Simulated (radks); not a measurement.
The indium ion In43+, 6 electrons, occupied as [He] 2s2 2p2.

Calculated with a radial shooting solver on a logarithmic mesh with Libxc functionals: scalar-relativistic Kohn-Sham, r2SCAN, spin-polarised, spherical densities, finite nucleus; open shells are filled with parallel spins first (spin-orbit coupling, left out, can overturn this in heavy ions); meta-GGA in the generalised Kohn-Sham scheme; Fermi nuclear charge, rms radius 4.6156 fm.

Energy parts (hartree):
total: -3556.73186
kinetic: 3770.21885
electron-nucleus: -7486.86090
Hartree: 215.05003
exchange-correlation: -55.13985

Orbitals (lengths in bohr, moments of r in powers of bohr; r(max) is where P^2 peaks; r(90%) holds 90 % of the orbital's charge):
[
 {"orbital": "1s up", "occ.": "1", "eigenvalue (hartree)": "-1156.864", "r(90%)": "0.0532", "<r>": "0.02962", "<1/r>": "51.96", "r(max)": "0.01920"},
 {"orbital": "1s down", "occ.": "1", "eigenvalue (hartree)": "-1155.611", "r(90%)": "0.0531", "<r>": "0.02958", "<1/r>": "52.01", "r(max)": "0.01919"},
 {"orbital": "2s up", "occ.": "1", "eigenvalue (hartree)": "-268.9366", "r(90%)": "0.187", "<r>": "0.1223", "<1/r>": "12.48", "r(max)": "0.1054"},
 {"orbital": "2s down", "occ.": "1", "eigenvalue (hartree)": "-266.9109", "r(90%)": "0.188", "<r>": "0.1228", "<1/r>": "12.41", "r(max)": "0.1057"},
 {"orbital": "2p up", "occ.": "2", "eigenvalue (hartree)": "-256.6644", "r(90%)": "0.170", "<r>": "0.1056", "<1/r>": "11.97", "r(max)": "0.08354"},
 {"orbital": "2p down", "occ.": "0", "eigenvalue (hartree)": "-254.1009", "r(90%)": "0.171", "<r>": "0.1061", "<1/r>": "11.92", "r(max)": "0.08389"}
]

The highest occupied level is 2p up at -6984.2 eV. Summed over all electrons, <r^2> = 0.06451 bohr^2, which gives a Langevin (diamagnetic) susceptibility term of -0.0511 x 10^-6 cm^3/mol. For comparison, the ionisation energy in NIST's Atomic Spectra Database is 7196 eV (semi-empirical). In exact Kohn-Sham theory the highest level is minus the ionisation energy, but local and semilocal functionals leave it too shallow, through self-interaction and a potential that decays too fast; potentials with the right tail come closer. The electron density at the nucleus is 1.779e+05 e/bohr^3 (large components only). The spin density at the nucleus is -10.7 e/bohr^3 (1s -147.7, 2s 136.9).
